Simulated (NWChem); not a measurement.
System: GeSiH₅OCl; SMILES [GeH2]([SiH2]O)[Cl]

Input file for NWChem:

```
start job
memory heap 200 mb stack 900 mb global 1100 mb
geometry units angstroms noautosym nocenter noautoz
  O      1.358301     1.906169    -0.320203
  Si    -0.224374     1.807553     0.178046
  Ge    -0.786538    -0.506611    -0.071250
  Cl     1.219604    -1.365531     0.242669
  H      1.861191     1.092260    -0.174364
  H     -1.056988     2.691427    -0.682843
  H     -0.422334     2.186807     1.610303
  H     -1.694322    -1.157312     0.987739
  H     -1.215815    -0.972635    -1.474374
end
basis spherical
  * library 6-31g*
end
dft
  xc pbe0
  iterations 150
end
property
  efieldgrad
end
task dft property
```

The geometry was optimised at PBE0/def2-SVP.

Vzz is the largest principal value of the second derivative of the potential at the nucleus (NWChem prints the opposite sign); η is the asymmetry. Non-relativistic.

Atoms are numbered as in the input.

**Question.** Predict the main results of this run. (PBE0/6-31G* (spherical d).) Quantities: Vzz O1 (a.u.); η O1; Vzz Ge3 (a.u.); η Ge3; Vzz Cl4 (a.u.); η Cl4.

**Answer.** 
| Item | Result |
|---|---|
| Vzz O1 (a.u.) | 1.284 |
| η O1 | 0.74 |
| Vzz Ge3 (a.u.) | 1.962 |
| η Ge3 | 0.22 |
| Vzz Cl4 (a.u.) | 2.264 |
| η Cl4 | 0.10 |
